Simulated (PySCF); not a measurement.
# Working out the excitation energy of Sn⁺

Sn⁺ [Kr] 4d10 5s2 5p1 (2P) → Sn⁺ [Kr] 4d10 5s1 5p1 6s1 (4P). Calculation: PySCF 2.14, in aug-cc-pwCVDZ-PP with ECP28MDF; a scalar-relativistic core potential. Frozen: nothing. Energies in hartree (1 hartree = 27.21139 eV):

```
             part  Sn⁺ (lower)  Sn⁺ (upper)
              UHF  -213.083772  -212.645941
MP2 opposite-spin    -0.268655    -0.224158
    MP2 same-spin    -0.141880    -0.131973
```

Question: What does Hartree-Fock give?

Answer: (-212.645941) − (-213.083772) = 0.437831 hartree = 11.914 eV.

Question: What do MP2 and SCS-MP2 (6/5 opposite-spin, 1/3 same-spin) give?

Answer: The opposite-spin parts differ by 1.211 eV and the same-spin parts by 0.270 eV. MP2: 11.914 + (1.211) + (0.270) = 13.395 eV. SCS-MP2: 11.914 + 1.2 × (1.211) + (0.270)/3 = 13.457 eV.

A double-zeta basis recovers only part of the correlation energy.
